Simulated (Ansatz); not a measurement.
Input file for Ansatz (an electronic-structure program): R-RI-MP2/cc-pVQZ on C2H6BN (SMILES C=CBN), a point of a torsion scan. Files ending in .json are basis or fitting sets from the Basis Set Exchange.

Ansatz 0.2 input:
```yaml
crystal:
  periodic: [false, false, false]
  atoms:
    - {symbol: C, position_ang: [1.34678936, 0.49755997, 0.32812713]}
    - {symbol: C, position_ang: [0.78346243, -0.61855726, -0.12298020]}
    - {symbol: B, position_ang: [-0.73723254, -0.76318819, -0.44342210]}
    - {symbol: N, position_ang: [-1.66051841, 0.18653082, 0.02046455]}
    - {symbol: H, position_ang: [0.75245012, 1.36267453, 0.57626200]}
    - {symbol: H, position_ang: [2.41455513, 0.61189651, 0.44542830]}
    - {symbol: H, position_ang: [1.44458808, -1.44541707, -0.36449268]}
    - {symbol: H, position_ang: [-1.05402868, -1.44764940, -1.34955358]}
    - {symbol: H, position_ang: [-1.78199217, 0.39255636, 0.99829020]}
    - {symbol: H, position_ang: [-2.57732035, 0.17459841, -0.40692131]}
basis:
  gaussian:
    orbitals: cc-pVQZ
    fitting: {mean_field: def2-universal-JKFIT, correlation: cc-pVQZ-RIFIT.json}
magnetization: {spin_polarized: false}
correlation: {method: mp2, electrons: outside_noble_gas}
scf: {lower_state_search: off}
```

The head of its log:

```
WARN ansatz: RAYON_NUM_THREADS=1 ignored (pool sized by the plan → 1); use --threads N
Functional definition: HF
these checks for a lower state are left out or cut short: stability, starts, cluster_reference, orbital_swaps, neighbouring_geometries, increment
integrals: 0.53 GiB planned
410 factors; integrals over basis functions are off by at most 4.2e0 eV
mean field: 0.83 GiB planned
mean field evaluation 1: about -4307.5978 eV, gradient 4.0e1 eV
mean field evaluation 2: about -4310.6722 eV, gradient 1.9e1 eV
mean field evaluation 4: about -4311.4610 eV, gradient 8.5e-1 eV
mean field -4311.46318312 eV, -158.4433495651 hartree, gradient 2.9e-6 eV, S^2 0.000000; 0 other end points of the search recorded, 0 dependent functions left out
4 core orbitals not correlated
858 factors; their error is unknown
reference -4311.46318312 eV, -158.4433495651 hartree; 11, 11 occupied and 385, 385 virtual orbitals, 858 factors
```

Problem. What total energy does the run end on?

Solution. -159.1258 hartree.
